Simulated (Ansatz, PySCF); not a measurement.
System: C$_{3}$H$_{6}$O (charge 0, singlet). 
Coordinates optimised at B3LYP-D3(BJ)/def2-TZVP (Ansatz, a program for electronic structure):
SMILES: C=CCO
```xyz
10

C      1.6892    -0.3896    -0.5271
C      0.7546     0.1540     0.2425
C     -0.6261     0.4924    -0.2244
O     -1.6295    -0.1713     0.5449
H      1.5002    -0.6114    -1.5719
H      2.6760    -0.6245    -0.1493
H      0.9599     0.3622     1.2888
H     -0.7297     0.2642    -1.2921
H     -0.8254     1.5579    -0.0904
H     -1.4513    -1.1180     0.5094
```
Charge 0, spin multiplicity 1.

Property: atomisation energy (electronic, to ground-state atoms), in kcal/mol. Cores are frozen in the correlated levels unless marked. UHF or UKS for open shells. Spin-orbit coupling is left out. Non-relativistic. The coupled-cluster limit lacks core correlation, which all-electron functionals hold. Basis-set limits of correlation are two-point, X^-3; Hartree-Fock from the larger set. The bracket is a focal-point correction in the basis named.

```csv
level,program,atomisation energy (kcal/mol),minus last row
HF/cc-pVTZ,Ansatz,698.0,-259.4
PBE/def2-TZVPD,Ansatz,976.3,18.9
r2SCAN-D4/def2-TZVPD,Ansatz + dftd4,956.9,-0.5
TPSSh/def2-TZVPD,PySCF,953.4,-4.0
r2SCANh/def2-TZVPD,Ansatz,950.0,-7.4
r2SCAN0/def2-TZVPD,Ansatz,941.2,-16.2
LC-wPBE-D3(BJ)/def2-TZVPD,Ansatz + dftd3,956.6,-0.8
LC-wPBE-D4/def2-TZVPD,Ansatz + dftd4,957.0,-0.4
LC-wPBE/def2-TZVPD,Ansatz,953.4,-4.0
B2GP-PLYP-D3(BJ)/def2-TZVPD,Ansatz + dftd3,944.4,-13.0
SCS-MP2/6-31G*,Ansatz,875.5,-81.9
CCSD/aug-cc-pVDZ,Ansatz,885.0,-72.4
CCSD(T)/STO-3G,Ansatz,935.0,-22.4
"RI-MP2/CBS(cc-pVTZ,cc-pVQZ)+[CCSD(T)-MP2]/cc-pVTZ",Ansatz,957.5,0.1
"RI-MP2/CBS(aug-cc-pVTZ,aug-cc-pVQZ)+[CCSD(T)-MP2]/aug-cc-pVTZ",Ansatz,957.4,0.0
```
